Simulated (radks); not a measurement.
Results of a calculation; reference values are marked as such.
Task: The mean radii <r> (bohr) of the occupied orbitals of an atom or ion are listed with their occupations. Code: a radial shooting solver on a logarithmic mesh with Libxc functionals. Model: scalar-relativistic Kohn-Sham, BLYP, spin-polarised, spherical densities, finite nucleus; Fermi nuclear charge, rms radius of each element as measured or else 0.836 A^(1/3) + 0.57 fm.

| orbital | occ. | <r> |
|---|---|---|
| 1s down | 1 | 0.01774 |
| 1s up | 1 | 0.01774 |
| 2s up | 1 | 0.07491 |
| 2s down | 1 | 0.07491 |
| 2p up | 3 | 0.06727 |
| 2p down | 3 | 0.06727 |
| 3s up | 1 | 0.1939 |
| 3s down | 1 | 0.1939 |
| 3p up | 3 | 0.1945 |
| 3p down | 3 | 0.1945 |
| 3d up | 5 | 0.1762 |
| 3d down | 5 | 0.1762 |
| 4s up | 1 | 0.4319 |
| 4s down | 1 | 0.4319 |
| 4p up | 3 | 0.4594 |
| 4p down | 3 | 0.4594 |
| 4d up | 5 | 0.4891 |
| 4d down | 5 | 0.4890 |
| 5s up | 1 | 1.006 |
| 5s down | 1 | 1.002 |
| 4f up | 7 | 0.5573 |
| 4f down | 7 | 0.5552 |
| 5p up | 3 | 1.165 |
| 5p down | 3 | 1.161 |
| 5d up | 4 | 1.689 |
| 5d down | 1 | 1.723 |
| 6s up | 1 | 2.683 |
| 6s down | 1 | 2.760 |

Name the element and its charge.

Result: Z = 76, osmium, charge +1: Os+ in [Xe] 4f14 6s2 5d(up 4, down 1). The 1s radius gives Z: for a bare nucleus <r> = (2 gamma + 1)/(2Z) with gamma = sqrt(1 - (Z/c)^2), 0.01753 bohr for Z = 76, and screening makes it slightly larger (0.01774 here). The occupations add up to 75, and the charge is Z minus that.
